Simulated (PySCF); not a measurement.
C₃H₉B, charge +1, doublet, geometry from GFN2-xTB (a state made from the parent by changing its charge; the spin is typed, not shown lowest); PySCF with MP2/pcseg-1.

The PySCF input:
```python
from pyscf import gto, scf, mp

mol = gto.Mole()
mol.atom = '''
    B    -0.056476    0.055172   -0.053643
    C     1.514119   -0.137915   -0.226172
    H     2.027557   -0.855002    0.405588
    H     1.941044    0.848532   -0.034247
    H     1.655295   -0.431612   -1.268203
    C    -0.492035   -0.769523    1.236312
    H    -1.342356   -1.375379    0.917082
    H    -0.798085   -0.013843    1.962574
    H     0.233452   -1.419850    1.713489
    C    -0.976054    0.864609   -0.965494
    H    -1.853923    1.283592   -0.467070
    H    -1.363510    0.232707   -1.769887
    H    -0.493276    1.711972   -1.458981
'''
mol.basis = 'pcseg-1'
mol.charge = 1
mol.spin = 1
mol.verbose = 3
mol.build()

mf = scf.UHF(mol)
mf.kernel()

pt = mp.MP2(mf, frozen=4)
pt.kernel()
print('E(MP2) = %.10f' % pt.e_tot)
mf.analyze()
```

Write the output that PySCF gives for this input, abridged.


```
converged SCF energy = -143.156381129935  <S^2> = 0.76719951  2S+1 = 2.0171262
E(UMP2) = -143.65445446112  E_corr = -0.49807333118458
E(SCS-UMP2) = -143.661553285326  E_corr = -0.505172155390904
E(MP2) = -143.6544544611
**** MO energy ****
                             alpha | beta                alpha | beta
MO #1   energy= -11.4599950144808  | -11.4479369898508  occ= 1 | 1
MO #2   energy= -11.4599818324298  | -11.4478903578934  occ= 1 | 1
MO #3   energy= -11.3812564077663  | -11.3819728097877  occ= 1 | 1
MO #4   energy= -7.87175657297481  | -7.86793895123457  occ= 1 | 1
MO #5   energy= -1.25935074507968  | -1.20891485168755  occ= 1 | 1
MO #6   energy= -1.19049653462886  | -1.13988438828506  occ= 1 | 1
MO #7   energy= -1.14602072454427  | -1.13145750214002  occ= 1 | 1
MO #8   energy= -0.880107309923463 | -0.833425068453285 occ= 1 | 1
MO #9   energy= -0.828195635563644 | -0.811113629704894 occ= 1 | 1
MO #10  energy= -0.823042600922627 | -0.78592852880665  occ= 1 | 1
MO #11  energy= -0.811911839257746 | -0.778558368953058 occ= 1 | 1
MO #12  energy= -0.794014466327266 | -0.761213313021564 occ= 1 | 1
MO #13  energy= -0.736208323684787 | -0.733365843966971 occ= 1 | 1
MO #14  energy= -0.732741646355158 | -0.716847265164289 occ= 1 | 1
MO #15  energy= -0.711707415589816 | -0.692421919125862 occ= 1 | 1
MO #16  energy= -0.688447625546154 | -0.280999778941185 occ= 1 | 0
MO #17  energy= -0.0999941416804084 | -0.0952416935711855 occ= 0 | 0
MO #18  energy= -0.031549211522913 | -0.0276695971831793 occ= 0 | 0
MO #19  energy= 0.0237398343395314 | 0.0281177210912356 occ= 0 | 0
MO #20  energy= 0.0241248633524805 | 0.0318869398727997 occ= 0 | 0
MO #21  energy= 0.0321941954414484 | 0.0354222810593798 occ= 0 | 0
MO #22  energy= 0.045444167810297  | 0.0473551662015042 occ= 0 | 0
MO #23  energy= 0.0517493436215584 | 0.0588108496697073 occ= 0 | 0
MO #24  energy= 0.0697125701754304 | 0.078208899383596  occ= 0 | 0

To work with the spin densities directly, `use mulliken_meta_spin()` only printing them here.

 ** Mulliken spin pop alpha/beta on meta-lowdin orthogonal AOs **
 ** Mulliken Spin Density (per atom)  **
spin density of  0 B =      0.18219
spin density of  1 C =      0.37579
spin density of  2 H =     -0.01942
spin density of  3 H =      0.01556
spin density of  4 H =      0.02899
spin density of  5 C =      0.37579
spin density of  6 H =      0.02899
spin density of  7 H =      0.01556
spin density of  8 H =     -0.01942
spin density of  9 C =     -0.01451
spin density of  10 H =      0.01520
spin density of  11 H =      0.00007
spin density of  12 H =      0.01520
 ** Mulliken pop alpha/beta on meta-lowdin orthogonal AOs **
 ** Mulliken atomic charges   ( Nelec_alpha | Nelec_beta ) **
charge of  0B =      0.45613  (     2.36303      2.18084 )
charge of  1C =     -0.24662  (     3.31120      2.93541 )
charge of  2H =      0.14437  (     0.41810      0.43752 )
charge of  3H =      0.17819  (     0.41869      0.40312 )
charge of  4H =      0.18044  (     0.42427      0.39528 )
charge of  5C =     -0.24662  (     3.31121      2.93541 )
charge of  6H =      0.18044  (     0.42427      0.39529 )
charge of  7H =      0.17819  (     0.41869      0.40312 )
charge of  8H =      0.14437  (     0.41810      0.43752 )
charge of  9C =     -0.39949  (     3.19249      3.20700 )
charge of  10H =      0.14026  (     0.43747      0.42227 )
charge of  11H =      0.15006  (     0.42500      0.42493 )
charge of  12H =      0.14026  (     0.43747      0.42227 )

WARN: System has nonzero charge 1; the dipole moment is origin-dependent.
Location of origin: [0. 0. 0.]

Dipole moment(X, Y, Z, Debye):  0.74207, -0.65608,  0.73458
```
